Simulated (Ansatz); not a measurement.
Consider the isomerisation: `OC1C[SiH2][SiH2]1` → `O/C([SiH3])=C/[SiH3]`.

Program: Ansatz. Geometries: PBE0-D4/def2-TZVP. ΔE: electronic, gas phase. CBS: MP2 limit from def2 TZ/QZ plus the TZ coupled-cluster correction, frozen cores. One conformer a species, not always the lowest.

```tsv
level	ΔE (kJ/mol)
HF/def2-TZVPP	-31.2
HF/def2-QZVPP	-32.0
```

Q: What does CCSD(T)/CBS give? (Best estimate.)

A: Ansatz gave: +2.4 kJ/mol. The listed levels differ from it by -33.6, -34.4 kJ/mol.

Largest T1 diagnostic among the species: 0.013.

In def2-TZVPP, CCSD(T) changes the Hartree–Fock value by +30.5 kJ/mol (the triples alone add +0.3 kJ/mol) and MP2 by +33.5 kJ/mol. From PBE to PBE0 (25 % exact exchange), in def2-TZVPP and without D4, ΔE moves by +5.8 kJ/mol. At CCSD(T), def2-SVP lies −11.2 kJ/mol from the extrapolated value and def2-TZVPP −3.1 kJ/mol.
